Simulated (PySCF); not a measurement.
`[C@@H]1(F)C[C@H](C#N)[C@@H](F)C1`, C6H7F2N

Geometry (Å), atoms numbered from 1 in this order:
```xyz
16

N    -2.034   -2.186   -0.578
C    -1.543   -1.314   -0.028
C    -0.931   -0.205    0.666
C     0.516   -0.520    1.073
C     1.348   -0.233   -0.179
F     1.525   -1.398   -0.898
C     0.541    0.768   -1.020
C    -0.780    0.995   -0.283
F    -0.700    2.147    0.475
H    -1.556    0.058    1.526
H     0.821    0.149    1.877
H     0.644   -1.553    1.395
H     2.357    0.116    0.059
H     1.065    1.714   -1.143
H     0.356    0.337   -2.004
H    -1.637    1.133   -0.950
```

Computed with TDDFT B3LYP/def2-SVPD circular dichroism and optical rotation, one conformer, gas phase (PySCF). Geometry: GFN2-xTB.

Problem. Draw the ECD and absorption spectra from the lowest 12 states, each a Gaussian of half-width 0.35 eV at 1/e height.

Solution. 
| E (eV) | λ (nm) | Δε (L mol⁻¹ cm⁻¹) | ε (L mol⁻¹ cm⁻¹) |
| --- | --- | --- | --- |
| 7.16 | 173 | -0.03 | 3.78 |
| 7.31 | 170 | -0.12 | 17.4 |
| 7.46 | 166 | -0.33 | 61.1 |
| 7.61 | 163 | -0.69 | 159 |
| 7.76 | 160 | -1.12 | 301 |
| 7.91 | 157 | -1.56 | 427 |
| 8.06 | 154 | -2.45 | 514 |
| 8.21 | 151 | -4.63 | 679 |
| 8.36 | 148 | -7.30 | 1090 |
| 8.51 | 146 | -6.27 | 1780 |
| 8.66 | 143 | +2.78 | 2620 |
| 8.81 | 141 | +18.06 | 3290 |

Δε uses R in velocity form, ε uses f in length form. Only the states computed contribute, so the short-wavelength end is incomplete.
